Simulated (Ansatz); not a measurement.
Reaction (ligand exchange at the Si–C bond): `C=[C]([SiH3])[GeH3]` + `[OH][Al]([OH])[O][SiH3]` → `[OH][Al]([O][SiH3])[O][SiH3]` + `C=[CH][GeH3]`

Calculated with Ansatz (gas phase, PBE0-D4/def2-TZVP geometries, no zero-point term in ΔE). CCSD(T)/CBS is the MP2 limit (def2-TZVPP, def2-QZVPP) plus CCSD(T) − MP2 in def2-TZVPP, frozen cores. This one scheme is used for every species. Functionals use def2-TZVPP. B3LYP here is the variant with VWN-RPA as its local correlation; programs differ in this. For Ge outer-core shells are correlated without core-valence functions, which leaves a few kJ/mol of doubt a bond. Scalar relativity is left out up to krypton. Each species was taken in one conformer, which may not be the lowest.

| level | ΔE (kJ/mol) |
| --- | --- |
| PBE0-D4 | -94.2 |
| r2SCAN | -101.8 |
| B3LYP | -109.9 |
| CCSD(T)/def2-TZVPP | -102.4 |

**Question.** What does CCSD(T)/CBS give? (An estimate is asked.)

**Answer.** The calculation gave: -101.3 kJ/mol. The listed levels differ from it by 7.1, -0.5, -8.6, -1.1 kJ/mol.

Largest T1 diagnostic among the species: 0.012.

From PBE to PBE0 (25 % exact exchange), in def2-TZVPP and without D4, ΔE moves by −6.9 kJ/mol. In def2-TZVPP, CCSD(T) changes the Hartree–Fock value by +29.1 kJ/mol (the triples alone add +4.9 kJ/mol) and MP2 by +31.1 kJ/mol. The D4 term adds +5.7 kJ/mol with B3LYP and +2.8 kJ/mol with PBE0; it sums over pairs of atoms, weighted by their polarisabilities, and B3LYP, whose exchange is more repulsive, gets the larger term.
